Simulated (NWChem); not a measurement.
System: C2H6BO2, doublet; SMILES CO[B]OC

```xyz
11

C      0.6136    -1.9713     0.0301
O     -0.6466    -1.3168    -0.1608
B     -0.7751     0.0248    -0.1605
O      0.2662     0.8793     0.0188
C      0.1175     2.2908     0.0175
H      1.4344    -1.2403     0.1773
H      0.5455    -2.6330     0.9175
H      0.8330    -2.5981    -0.8582
H      0.4626     2.6990     0.9902
H      0.7465     2.7272    -0.7862
H     -0.9383     2.5935    -0.1464
```
Atoms are numbered in this order, from 1.

Level: PBE-D3(BJ)/def2-SVP, spin-unrestricted (NWChem), optimised geometry, unscaled harmonic frequencies. 

```tsv
frequency (cm⁻¹)	IR intensity (km/mol)
49	0.1
85	0.4
122	5.1
172	7.6
296	3.5
322	1.4
558	17.0
923	0.5
996	89.9
1116	7.8
1125	0.5
1138	28.2
1145	0.1
1244	61.8
1347	333.2
1406	3.3
1418	3.2
1419	3.9
1421	2.7
1428	12.5
1494	311.3
2952	76.1
2964	39.9
3048	17.4
3048	22.2
3059	21.1
3068	14.4
```

| Item | Result |
|---|---|
| zero-point energy | 53.4 kcal/mol |
| thermal correction to the enthalpy at 298.15 K (with zero-point energy) | 58.4 kcal/mol |
| heat capacity Cv | 20.9 cal/(mol K) |
| entropy at 298.15 K and 1 atm (symmetry number 1, electronic part: spin degeneracy alone) | 83.5 cal/(mol K) |
| dipole moment | 1.88 D |

Rigid rotor and harmonic oscillator; modes under 100 cm⁻¹ make the entropy uncertain.
